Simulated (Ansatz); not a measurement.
Geometry optimisation, RKS PBE/def2-SVP (Ansatz).

input.yaml

```yaml
crystal:
  periodic: [false, false, false]
  atoms:
    - { symbol: Ti, position_ang: [0.082292, -0.027419, 0.012457] }
    - { symbol: Cl, position_ang: [0.286401, -0.136361, 2.3461] }
    - { symbol: "N", position_ang: [1.740595, -0.001893, -0.854441] }
    - { symbol: H, position_ang: [2.463833, -0.710419, -0.651865] }
    - { symbol: H, position_ang: [2.105017, 0.709085, -1.501292] }
    - { symbol: "N", position_ang: [-0.751295, 1.541931, -0.559401] }
    - { symbol: H, position_ang: [-1.715811, 1.618092, -0.906349] }
    - { symbol: H, position_ang: [-0.442726, 2.453576, -0.193069] }
    - { symbol: "N", position_ang: [-0.83647, -1.56747, -0.608445] }
    - { symbol: H, position_ang: [-1.424488, -2.149454, 0.007155] }
    - { symbol: H, position_ang: [-0.539162, -2.117154, -1.425333] }
    - { symbol: S, position_ang: [-3.37334, 0.090081, 1.049648] }
    - { symbol: H, position_ang: [-2.768449, -0.581575, 0.020346] }
    - { symbol: H, position_ang: [-2.226997, 0.006181, 1.825588] }
basis:
  gaussian: { orbitals: def2-SVP }
hamiltonian:
  xc: pbe
relax:
  f_tol: 0.03
  max_steps: 50
```

Launched with:

```bash
$ ansatz run input.yaml --threads 4 --pin off --max-ram 5120MiB --backend cpu --events-out ev --progress --plain --runs-dir out
```

Where does it end, and by what steps?

The forces met the threshold. After 23 steps the energy has fallen by 0.254 eV; H14 moved furthest, 2.00 Å.

```json
{"step": "0", "energy less start (eV)": "0.0000", "largest force component (eV/Å)": "0.758", "accepted": "yes"}
{"step": "1", "energy less start (eV)": "-0.0831", "largest force component (eV/Å)": "0.299", "accepted": "yes"}
{"step": "2", "energy less start (eV)": "-0.0985", "largest force component (eV/Å)": "0.214", "accepted": "yes"}
{"step": "3", "energy less start (eV)": "-0.0480", "largest force component (eV/Å)": "0.929", "accepted": "no"}
{"step": "4", "energy less start (eV)": "-0.1081", "largest force component (eV/Å)": "0.069", "accepted": "yes"}
{"step": "5", "energy less start (eV)": "-0.1100", "largest force component (eV/Å)": "0.056", "accepted": "yes"}
{"step": "6", "energy less start (eV)": "-0.1127", "largest force component (eV/Å)": "0.130", "accepted": "yes"}
{"step": "7", "energy less start (eV)": "-0.1163", "largest force component (eV/Å)": "0.182", "accepted": "yes"}
{"step": "8", "energy less start (eV)": "-0.1281", "largest force component (eV/Å)": "0.308", "accepted": "yes"}
{"step": "9", "energy less start (eV)": "-0.1407", "largest force component (eV/Å)": "0.620", "accepted": "yes"}
{"step": "10", "energy less start (eV)": "-0.1567", "largest force component (eV/Å)": "0.718", "accepted": "yes"}
{"step": "11", "energy less start (eV)": "-0.1756", "largest force component (eV/Å)": "0.668", "accepted": "yes"}
{"step": "12", "energy less start (eV)": "-0.2021", "largest force component (eV/Å)": "0.389", "accepted": "yes"}
{"step": "13", "energy less start (eV)": "-0.2239", "largest force component (eV/Å)": "0.071", "accepted": "yes"}
{"step": "14", "energy less start (eV)": "-0.2299", "largest force component (eV/Å)": "0.490", "accepted": "yes"}
{"step": "15", "energy less start (eV)": "-0.2387", "largest force component (eV/Å)": "0.258", "accepted": "yes"}
{"step": "16", "energy less start (eV)": "-0.2164", "largest force component (eV/Å)": "0.450", "accepted": "no"}
{"step": "17", "energy less start (eV)": "-0.2447", "largest force component (eV/Å)": "0.042", "accepted": "yes"}
{"step": "18", "energy less start (eV)": "-0.2482", "largest force component (eV/Å)": "0.053", "accepted": "yes"}
{"step": "19", "energy less start (eV)": "-0.2505", "largest force component (eV/Å)": "0.258", "accepted": "yes"}
{"step": "20", "energy less start (eV)": "-0.2524", "largest force component (eV/Å)": "0.092", "accepted": "yes"}
{"step": "21", "energy less start (eV)": "-0.2534", "largest force component (eV/Å)": "0.036", "accepted": "yes"}
{"step": "22", "energy less start (eV)": "-0.2539", "largest force component (eV/Å)": "0.065", "accepted": "yes"}
{"step": "23", "energy less start (eV)": "-0.2540", "largest force component (eV/Å)": "0.021", "accepted": "yes"}
```

```xyz
14
Properties=species:S:1:pos:R:3
Ti 0.499 -0.069 0.269
Cl 1.748 -0.294 2.120
N 1.543 -0.019 -1.287
H 2.339 -0.653 -1.432
H 1.527 0.696 -2.022
N -0.530 1.481 0.253
H -1.539 1.492 0.025
H -0.205 2.406 0.560
N -0.742 -1.512 0.048
H -1.130 -2.000 0.867
H -0.753 -2.154 -0.754
S -3.686 0.185 -0.526
H -2.530 -0.571 -0.371
H -3.942 0.139 0.810
```

Whether the end is a true minimum wasn't checked by a vibrational analysis.

Run time: 2 min on 4 threads of Intel(R) Xeon(R) Processor @ 2.50GHz (Skylake/Cascade Lake) (shared host), peak memory 0.26 GiB.
